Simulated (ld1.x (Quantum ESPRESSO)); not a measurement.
Sn (Z = 50), TM: configuration errors across variants

```
Element                 : Sn
Generator               : ld1.x (Quantum ESPRESSO) 7.5
Type                    : norm-conserving Troullier–Martins (Kleinman–Bylander form)
Functional              : LDA (PZ)
Relativity              : scalar-relativistic
Frozen core             : [Kr] 4d10
Valence charge          : 4
Reference configuration : 5s2 5p2
Partial waves           : 5s (bound): rc 1.95 bohr; 5p (bound): rc 2.10 bohr
Local potential         : all-electron potential smoothed inside 1.90 bohr (lloc = -2)
Core correction         : Bessel-smoothed model core inside 1.35 bohr
```

All-electron excitation energies from the reference (eV): (1) 5s2 5p1 7.098; (2) 5s2 5p0 21.362; (3) 5s1 5p0 52.813; (4) 5s1 5p2 14.833; (5) 5s2 5p2.3 -0.899; (6) 5s0 5p4 14.400; (7) 5s1 5p3 7.075; (8) 5s2 5p2 spin -0.475; (9) 5s2 5p1 spin 6.945.

Spin tests fill each open shell by Hund’s rule, majority spin first.

Errors AE − PS in meV (a dash: test not solved or not reliable):

| change | (1) | (2) | (3) | (4) | (5) | (6) | (7) | (8) | (9) | bound ghosts |
| --- | --- | --- | --- | --- | --- | --- | --- | --- | --- | --- |
| base | -7.1 | -58 | -320 | -31 | +0.2 | -47 | -12 | -2.4 | -8.7 | none |
| core correction none | +7.3 | +56 | +313 | +27 | +0.6 | +66 | +14 | +78 | +40 | none |
| core correction Bessel-smoothed model core inside 0.86 bohr | -7.1 | -58 | -320 | -31 | +0.2 | -47 | -12 | -2.4 | -8.7 | none |
| core correction Bessel-smoothed model core inside 1.16 bohr | -7.1 | -58 | -320 | -31 | +0.2 | -47 | -12 | -2.4 | -8.7 | none |
| core correction Bessel-smoothed model core inside 1.36 bohr | -7.1 | -58 | -320 | -31 | +0.2 | -47 | -12 | -2.4 | -8.7 | none |
| core correction Bessel-smoothed model core inside 1.54 bohr | -7.1 | -58 | -320 | -31 | +0.2 | -47 | -12 | -2.3 | -8.7 | none |
| core correction Bessel-smoothed model core inside 2.06 bohr | -7.1 | -57 | -312 | -29 | +0.2 | -43 | -11 | -0.9 | -8.1 | none |
| core correction Bessel-smoothed model core inside 2.30 bohr | -7.1 | -56 | -294 | -27 | +0.2 | -37 | -9.7 | +2.0 | -6.8 | none |

**Question.** Give the same row for: core correction Bessel-smoothed model core inside 1.86 bohr.

**Answer.** -7.2, -58, -318, -30, +0.2, -45, -12, -1.9, -8.6; bound ghosts: none.
